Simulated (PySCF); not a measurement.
## Identify the compound

Molecular formula: C$_{4}$H$_{7}$N$_{3}$O$_{2}$Si. Simulated spectra:

1H NMR (300 MHz, computed): δ 8.03 (s, 1H), 5.20 (s, 3H), 4.16 (s, 3H).

13C{1H} NMR (computed): δ 167.1 (C), 164.4 (C), 154.5 (CH), 54.0 (CH3).

Theory: GFN2-xTB geometry, shieldings: GIAO PBE0/pcSseg-1, in PySCF (one computed conformer, isolated molecule, equivalent nuclei averaged, relativity neglected).

δ = σ(ref) − σ, references computed at the same level: 1H (σref 31.72) and 13C (σref 186.93) against TMS.

Which candidate is it?
A. COc1ncnnc1O[SiH3]
B. COC(=O)c1ncn([SiH3])n1
C. OCc1ncnnc1O[SiH3]
D. Cc1ncnnc1O[SiH2]O

Results:

B. 

- The formula gives 4 degrees of unsaturation (1 ring in the answer).
- 4 carbon signals for 4 carbons: no two carbons are equivalent.
- Carbon types of the structure: 2 × C, 1 × CH, 1 × CH3, leaving 3 H on heteroatoms.
- δC 167.1: ester carbonyl carbon; lone-pair donation from the attached heteroatom keeps it upfield of a ketone carbonyl.
- δC 164.4: substituted aromatic carbon next to a ring nitrogen.
- δC 154.5: aromatic CH between two ring heteroatoms.
- δC 54.0: methyl carbon bonded to O; the inductive effect lowers its shielding.
- δH 8.03: hydrogen on an aromatic CH between two ring heteroatoms; aromatic region.

The others: COc1ncnnc1O[SiH3] has carbons computed at 162.4, 160.8, 156.3, 55.7; Cc1ncnnc1O[SiH2]O has carbons computed at 171.9, 158.5, 158.2, 22.7; OCc1ncnnc1O[SiH3] has carbons computed at 167.4, 158.3, 156.9, 63.3, with a different DEPT pattern.

Shifts are as computed. Against solution values, carbons near 30 ppm lie about +3 ppm off and those near 130 ppm about +5 ppm. Of 1211 compounds with measured shifts, 218 miss one by over three times the rms of a fit or turn the order of signals round; such compounds aren't used in these exercises. Multiplicities follow the n + 1 count of equivalent neighbours, as no J values were calculated; m marks all less simple cases, F and P coupling included.
